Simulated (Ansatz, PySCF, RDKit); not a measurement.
SiH4 (SMILES [SiH4]) and C3H4 (SMILES C=C=C) are pulled apart as rigid monomers along the line of their centres of mass, from the B3LYP-D3(BJ)/def2-TZVP minimum. Starting geometry (charge 0, multiplicity 1):
```xyz
12

Si    -0.1806    -0.0308     0.1096
H     -0.6413    -1.4251     0.2873
H     -1.0414     0.8864     0.8881
H     -0.2671     0.3286    -1.3262
H      1.2230     0.0972     0.5575
C      0.0962    -1.2606     3.5112
C      0.1308     0.0200     3.7337
C      0.1634     1.3021     3.9429
H      0.9793    -1.7992     3.1873
H     -0.8162    -1.8308     3.6418
H      0.4048     1.7088     4.9181
H     -0.0510     2.0043     3.1455
```

Interaction energies with rigid monomers; basis-set methods are counterpoise corrected unless marked otherwise.

Cores are frozen in the correlated methods. Rows in 6-31G* carry no dispersion term and start afresh at each structure (6-31G* with six Cartesian d functions).

Run with Ansatz (an electronic-structure program) with Gaussian orbitals; PySCF for 6-31G* rows, the dispersion terms; RDKit for the force fields. Values without a source in brackets are computed.

```json
[
 {"Si1···C6 (Å)": "3.29", "MMFF94 (kcal/mol)": "7.21", "PBE-D4/def2-TZVPPD (kcal/mol)": "-1.15", "B3LYP/6-31G* (no counterpoise) (kcal/mol)": "1.68", "PBE0/def2-TZVPPD (kcal/mol)": "0.79", "CCSD(T)/aug-cc-pV(D+d)Z (kcal/mol)": "0.02"},
 {"Si1···C6 (Å)": "3.63", "MMFF94 (kcal/mol)": "0.94", "PBE-D4/def2-TZVPPD (kcal/mol)": "(withheld)", "B3LYP/6-31G* (no counterpoise) (kcal/mol)": "-0.16", "PBE0/def2-TZVPPD (kcal/mol)": "-0.40", "CCSD(T)/aug-cc-pV(D+d)Z (kcal/mol)": "-1.32"},
 {"Si1···C6 (Å)": "4.14", "MMFF94 (kcal/mol)": "-0.82", "PBE-D4/def2-TZVPPD (kcal/mol)": "-1.54", "B3LYP/6-31G* (no counterpoise) (kcal/mol)": "-0.60", "PBE0/def2-TZVPPD (kcal/mol)": "-0.49", "CCSD(T)/aug-cc-pV(D+d)Z (kcal/mol)": "-1.14"},
 {"Si1···C6 (Å)": "5.01", "MMFF94 (kcal/mol)": "-0.48", "PBE-D4/def2-TZVPPD (kcal/mol)": "-0.58", "B3LYP/6-31G* (no counterpoise) (kcal/mol)": "-0.30", "PBE0/def2-TZVPPD (kcal/mol)": "-0.18", "CCSD(T)/aug-cc-pV(D+d)Z (kcal/mol)": "(withheld)"},
 {"Si1···C6 (Å)": "6.43", "MMFF94 (kcal/mol)": "-0.11", "PBE-D4/def2-TZVPPD (kcal/mol)": "-0.10", "B3LYP/6-31G* (no counterpoise) (kcal/mol)": "-0.02", "PBE0/def2-TZVPPD (kcal/mol)": "-0.02", "CCSD(T)/aug-cc-pV(D+d)Z (kcal/mol)": "-0.09"}
]
```

**Question.** Fill in the missing entries.

**Answer.** 
- 5.01, CCSD(T)/aug-cc-pV(D+d)Z (kcal/mol): -0.44
- 3.63, PBE-D4/def2-TZVPPD (kcal/mol): -2.01
